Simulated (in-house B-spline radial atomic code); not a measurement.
Radial electron density of Cl⁵⁺, [Ne] 3s2. Level of theory: scalar-relativistic (X2C) CAM-B3LYP, spin-polarised, spherical fractional occupations, exact exchange averaged over the configuration, Fermi nucleus of rms radius 3.3654 fm; calculated with a B-spline radial code for spherical atoms.

Columns: r (bohr), 4πr²n(r) (electrons per bohr), bar.

```
 0.00338   0.4709 #
 0.00403   0.6474 #
 0.00481   0.8883 ##
 0.00573    1.209 ###
 0.00683    1.638 ####
 0.00815    2.209 #####
 0.00972    2.952 #######
  0.0116     3.91 #########
  0.0138    5.096 ###########
  0.0165    6.598 ###############
  0.0196    8.326 ###################
  0.0234    10.37 #######################
  0.0279    12.59 ############################
  0.0333    14.88 #################################
  0.0397    16.98 ######################################
  0.0473    18.64 ##########################################
  0.0565    19.58 ############################################
  0.0673    19.54 ############################################
  0.0803    18.49 ##########################################
  0.0957    16.69 ######################################
   0.114    14.71 #################################
   0.136    13.28 ##############################
   0.162    13.08 #############################
   0.193    14.32 ################################
   0.231    16.57 #####################################
   0.275    18.57 ##########################################
   0.328    19.13 ###########################################
   0.391    17.48 #######################################
   0.466    13.87 ###############################
   0.556    9.425 #####################
   0.663    5.628 #############
   0.791    3.332 #######
   0.943    2.443 #####
    1.12    2.188 #####
    1.34    1.844 ####
     1.6     1.24 ###
    1.91   0.6187 #
    2.27   0.2262 #
    2.71  0.05468 
    3.23 0.008428 
    3.85 0.0007491 
    4.59 3.543e-05
```

On this grid the curve has 2 maxima, near 0.0565, 0.328 bohr.

The 3s down radial function P(r) = rR(r), positive near the nucleus:

```
r (bohr)        P
 0.00118   0.0189
 0.00167  0.02619
 0.00238  0.03642
 0.00338  0.05024
 0.00481  0.06896
 0.00683  0.09356
 0.00972   0.1253
  0.0138   0.1641
  0.0196    0.208
  0.0279   0.2514
  0.0397   0.2806
  0.0565   0.2728
  0.0803   0.1984
   0.114  0.03383
   0.162  -0.2102
   0.231  -0.4481
   0.328   -0.506
   0.466   -0.231
   0.663   0.3414
   0.943   0.8722
    1.34   0.9466
    1.91   0.5559
    2.71   0.1653
    3.85  0.01935
```
